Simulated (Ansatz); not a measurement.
The first iterations of a band of Cl2FH3HfOSi + H2 (11 atoms, charge 0, multiplicity 1).

Computed with Ansatz 0.2.0, RKS B3LYP/def2-SVP.

```json
{
 "movable images": "8",
 "climbing image": "no",
 "spring": "5.0 eV/Å²",
 "optimiser": "quadratic models (default)",
 "start path": "through a guess of the saddle point",
 "force threshold": "0.03 eV/Å",
 "iteration limit": "60",
 "end points": "relaxed"
}
```

Initial state:

```xyz
11
Properties=species:S:1:pos:R:3
Hf -0.214 -0.132 -0.095
F -0.266 -0.021 1.812
Cl 1.895 0.559 -0.917
O -1.552 1.074 -0.763
Si -2.847 1.999 -1.310
H -4.051 1.661 -0.503
H -2.513 3.441 -1.152
H -3.089 1.685 -2.744
Cl -0.784 -2.314 -0.814
H 2.100 -2.323 1.605
H 1.738 -1.913 2.133
```

Final state:

```xyz
11
Properties=species:S:1:pos:R:3
Hf 0.557 -0.075 -0.987
F 1.331 -0.131 0.760
Cl 1.968 1.151 -2.435
O -1.139 0.821 -0.860
Si -2.621 1.612 -0.753
H -3.433 0.969 0.316
H -2.378 3.042 -0.421
H -3.319 1.503 -2.062
Cl 0.215 -2.275 -1.783
H -0.684 -1.633 2.883
H -0.082 -1.267 2.595
```

| iteration | highest image above the first end (eV) | largest band force component (eV/Å) |
| --- | --- | --- |
| 1 | 3.621 | 15.363 |
| 2 | 1.814 | 4.619 |
| 3 | 1.031 | 2.703 |
| 4 | 0.679 | 1.574 |
| 5 | 0.466 | 1.203 |
| 6 | 0.380 | 0.906 |
| 7 | 0.289 | 1.018 |
| 8 | 0.215 | 0.925 |

Problem. Does the band converge within its limit, and where does its top end?

Solution. The run converged. It ended after 25 iterations with the highest image 0.017 eV above the first end. No image climbed, so the highest image needn't sit at the top of the path.

The run took 13 min on 4 threads of Arm Neoverse V1, on a shared host, peak memory 0.43 GiB.
